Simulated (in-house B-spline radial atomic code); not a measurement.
Radial electron density of Ru IV (Ru3+), [Kr] 4d5. Method: scalar-relativistic (X2C) LDA VWN5, spin-polarised, spherical fractional occupations, Fermi nucleus of rms radius 4.4809 fm. Calculated with a B-spline radial code for spherical atoms.

One-electron X2C: radii and densities carry no picture-change correction, so inner-shell <1/r> comes out high (for 1s by about 2 % at Z = 33, 5 % at 54, 10 % at 75, 30 % at 118) and <r> low.

Columns: r (bohr), 4πr²n(r) (electrons per bohr), bar.

```
 0.00122      1.9 #
 0.00149    2.635 ##
 0.00182    3.638 ##
 0.00222    4.983 ###
  0.0027    6.749 ####
 0.00329    9.092 ######
 0.00402    12.17 ########
 0.00489    15.98 ##########
 0.00597    20.76 #############
 0.00727    26.37 #################
 0.00887     32.8 #####################
  0.0108    39.57 #########################
  0.0132    46.27 ##############################
  0.0161    51.83 #################################
  0.0196    55.33 ###################################
  0.0239    56.11 ####################################
  0.0291    54.13 ###################################
  0.0355     50.5 ################################
  0.0432    47.65 ##############################
  0.0527    48.29 ###############################
  0.0642    53.79 ##################################
  0.0783    62.42 ########################################
  0.0955       69 ############################################
   0.116    68.22 ############################################
   0.142    59.15 ######################################
   0.173    48.54 ###############################
   0.211     44.8 #############################
   0.257    49.55 ################################
   0.313     54.3 ###################################
   0.382     49.2 ###############################
   0.466    34.53 ######################
   0.568    20.22 #############
   0.692    13.87 #########
   0.843    13.75 #########
    1.03    13.65 #########
    1.25    10.79 #######
    1.53      6.5 ####
    1.86    3.167 ##
    2.27    1.224 #
    2.77   0.3709 
    3.37  0.08394 
    4.11  0.01231 
    5.01 0.001067
```

On this grid the curve has 3 maxima, near 0.0239, 0.0955, 0.313 bohr.

The 4p up radial function P(r) = rR(r), positive near the nucleus:

```tsv
r (bohr)	P
0.00149	0.001387
0.00222	0.002753
0.00329	0.005459
0.00489	0.01089
0.00727	0.02159
0.0108	0.04203
0.0161	0.07973
0.0239	0.1426
0.0355	0.2346
0.0527	0.3361
0.0783	0.3767
0.116	0.2358
0.173	-0.152
0.257	-0.5417
0.382	-0.4255
0.568	0.3341
0.843	1.02
1.25	0.9353
1.86	0.4054
2.77	0.07584
4.11	0.004645
```
